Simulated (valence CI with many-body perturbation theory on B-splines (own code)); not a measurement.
## La XXVII: calculated level list

Computed by configuration interaction combined with many-body perturbation theory (CI+MBPT): three valence electrons over a frozen Dirac-Fock core [Ar] 3d10, radial functions for each j: 11 s, 11 p, 10 d, 8 f, 5 g, 2 h, with the one-electron correlation potential Σ1, the two-electron term Σ2, the three-electron term Σ3, Breit, model QED; selected CI, second order for the rest, scaled by the run's own slope (own B-spline code, finite nucleus).

No measured spectrum was set against this ion. As an estimate, large intervals hold to a few tenths of a per cent, small ones and those within an open d or f shell to about a per cent.

Levels 136 to 176 of 176, with energies above the lowest level, 4s2.4p 2P°_1/2. "Leading %" is the weight of the configuration and term that name the level; weights of strongly mixed levels are sums over their largest components and can fall short. Lifetimes count E1, E2, E3, M1 and M2 decay at the calculated energies, and are blank where another channel may lead or the interval is too uncertain; long ones can be off by a factor of two.

| No. | Configuration | Term | J | E (eV) | Leading % | Second component | g | Lifetime |
| --- | --- | --- | --- | --- | --- | --- | --- | --- |
| 136 | 4p2.4f | 4F° | 3/2 | 372.96 | 67 | 15 % 4p2.4f 4D° | 0.583 | 3.41 ps |
| 137 | 4p2.4f | 2F° | 7/2 | 373.41 | 36 | 15 % 4p.4d2 4F° | 1.203 | 3.61 ps |
| 138 | 4p2.4f | 2D° | 5/2 | 374.17 | 37 | 36 % 4p2.4f 4D° | 1.216 | 3.69 ps |
| 139 | 4p2.4f | 4D° | 3/2 | 374.22 | 29 | 22 % 4p2.4f 2D° | 0.992 | 4.05 ps |
| 140 | 4p2.4f | 4D° | 1/2 | 374.50 | 41 | 30 % 4p2.4f 2P° | 0.303 | 4.49 ps |
| 141 | 4p.4d2 | 2P° | 1/2 | 377.85 | 79 | 10 % 4p.4d2 4D° | 0.646 | 3.91 ps |
| 142 | 4p2.4f | 2F° | 5/2 | 379.47 | 29 | 18 % 4p.4d2 2F° | 0.960 | 6.42 ps |
| 143 | 4p2.4f | 2G° | 9/2 | 379.81 | 37 | 32 % 4p.4d2 2H° | 1.002 | 4.32 ps |
| 144 | 4s2.5p | 2P° | 1/2 | 380.09 | 97 |  | 0.665 | 1.59 ps |
| 145 | 4p.4d2 | 4G° | 11/2 | 380.46 | 82 | 11 % 4p2.4f 2H° | 1.244 | 9.73 ps |
| 146 | 4p2.4f | 2D° | 3/2 | 381.63 | 30 | 25 % 4p.4d2 2P° | 1.035 | 2.88 ps |
| 147 | 4p.4d2 | 2G° | 7/2 | 381.71 | 33 | 24 % 4p.4d2 2F° | 1.075 | 2.55 ps |
| 148 | 4p.4d2 | 2F° | 7/2 | 382.26 | 25 | 24 % 4p.4d2 4F° | 1.133 | 3.07 ps |
| 149 | 4p.4d2 | 4G° | 9/2 | 382.39 | 33 | 26 % 4p.4d2 4F° | 1.192 | 2.76 ps |
| 150 | 4p.4d2 | 4D° | 5/2 | 383.01 | 30 | 19 % 4p.4d2 2D° | 1.209 | 4.80 ps |
| 151 | 4p.4d2 | 2D° | 3/2 | 384.09 | 31 | 12 % 4p2.4f 2D° | 0.919 | 2.42 ps |
| 152 | 4p.4d2 | 4D° | 5/2 | 385.38 | 25 | 24 % 4p.4d2 4F° | 1.224 | 2.19 ps |
| 153 | 4p.4d2 | 2S° | 1/2 | 385.39 | 54 | 34 % 4p.4d2 4P° | 2.060 | 2.68 ps |
| 154 | 4p.4d2 | 4D° | 7/2 | 385.48 | 48 | 9 % 4p.4d2 4F° | 1.258 | 3.81 ps |
| 155 | 4p.4d2 | 2F° | 5/2 | 385.91 | 39 | 16 % 4p.4d2 4P° | 1.057 | 2.47 ps |
| 156 | 4p.4d2 | 2G° | 9/2 | 386.33 | 29 | 26 % 4p2.4f 2H° | 1.106 | 3.46 ps |
| 157 | 4p.4d2 | 4D° | 3/2 | 386.37 | 64 | 10 % 4p2.4f 2D° | 1.090 | 1.96 ps |
| 158 | 4p.4d2 | 4D° | 1/2 | 386.84 | 72 | 20 % 4p2.4f 2P° | 0.201 | 1.91 ps |
| 159 | 4p.4d2 | 2H° | 11/2 | 387.07 | 55 | 37 % 4p2.4f 4G° | 1.162 | 3.45 ps |
| 160 | 4p.4d2 | 4D° | 7/2 | 387.52 | 52 | 16 % 4p.4d2 4F° | 1.274 | 2.02 ps |
| 161 | 4p.4d2 | 4P° | 5/2 | 388.09 | 34 | 25 % 4p.4d2 4D° | 1.335 | 3.03 ps |
| 162 | 4p.4d2 | 2F° | 7/2 | 389.17 | 48 | 7 % 4p.4d2 2G° | 1.110 | 4.47 ps |
| 163 | 4p.4d2 | 4S° | 3/2 | 389.27 | 45 | 25 % 4p.4d2 4P° | 1.702 | 1.88 ps |
| 164 | 4s2.5p | 2P° | 3/2 | 390.09 | 95 |  | 1.335 | 1.67 ps |
| 165 | 4p2.4f | 4F° | 7/2 | 392.04 | 27 | 14 % 4p.4d2 2F° | 1.143 | 2.41 ps |
| 166 | 4p.4d2 | 2G° | 9/2 | 392.25 | 39 | 22 % 4p.4d2 4F° | 1.162 | 2.86 ps |
| 167 | 4p.4d2 | 2D° | 3/2 | 392.82 | 40 | 14 % 4p.4d2 4S° | 1.082 | 2.14 ps |
| 168 | 4p.4d2 | 2P° | 1/2 | 393.06 | 61 | 23 % 4p2.4f 4D° | 0.614 | 2.50 ps |
| 169 | 4p.4d2 | 2G° | 7/2 | 393.28 | 31 | 18 % 4p2.4f 2F° | 1.035 | 2.64 ps |
| 170 | 4p.4d2 | 2D° | 5/2 | 393.37 | 56 | 12 % 4s.4d.4f 2D° | 1.184 | 2.03 ps |
| 171 | 4p.4d2 | 2F° | 5/2 | 395.06 | 49 | 20 % 4p2.4f 2F° | 0.925 | 3.10 ps |
| 172 | 4p2.4f | 4F° | 9/2 | 395.39 | 42 | 20 % 4p2.4f 2G° | 1.217 | 3.28 ps |
| 173 | 4p2.4f | 2D° | 3/2 | 396.56 | 42 | 16 % 4p2.4f 4F° | 0.854 | 2.87 ps |
| 174 | 4p.4d2 | 2D° | 3/2 | 397.34 | 44 | 21 % 4p.4d2 2P° | 0.981 | 2.31 ps |
| 175 | 4p2.4f | 2F° | 5/2 | 398.23 | 19 | 18 % 4p2.4f 4D° | 1.035 | 2.15 ps |
| 176 | 4p2.4f | 2H° | 11/2 | 398.71 | 32 | 32 % 4p2.4f 4G° | 1.153 | 3.20 ps |

Names give the largest LS component (configuration and term), which can be under half, so a name can repeat, a term be missing and a line seem to break the LS rules; names also repeat where a configuration has a term twice.

Where two levels of one J and parity lie close, their mixing, g and order are uncertain.
